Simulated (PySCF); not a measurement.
# SnF3: double against triple zeta

Base calculation in PySCF with density fitting and no spin–orbit coupling, PBE0/def2-SVP (scalar-relativistic core potentials): doublet, C3v, Sn–F 1.935 Å (×3); F–Sn–F 106.0° (×3); wavenumbers 155 (×2), 180, 610, 635 (×2) cm⁻¹; dipole moment 3.12 D, polar-tensor charge of Sn 1.61 e, atomisation energy (no zero-point energy) 1185 kJ/mol.

Problem. What changes on going to PBE0/def2-TZVP (scalar-relativistic core potentials)?

Solution. The point group stays the same. Changes: mean bond to Sn -0.027 Å, smallest bond angle -0.2 degrees, highest wavenumber -9 cm⁻¹, lowest wavenumber -4 cm⁻¹, dipole moment 0.00 D, polar-tensor charge of Sn +0.21 e, atomisation energy (no zero-point energy) +47 kJ/mol. The new structure has Sn–F 1.908 Å (×3); F–Sn–F 105.8° (×3), with wavenumbers 151 (×2), 184, 613, 626 (×2) cm⁻¹. The larger basis shortens the bonds, as added polarisation functions usually do.

The structures come from searches over a few start shapes, so lower isomers are not excluded.
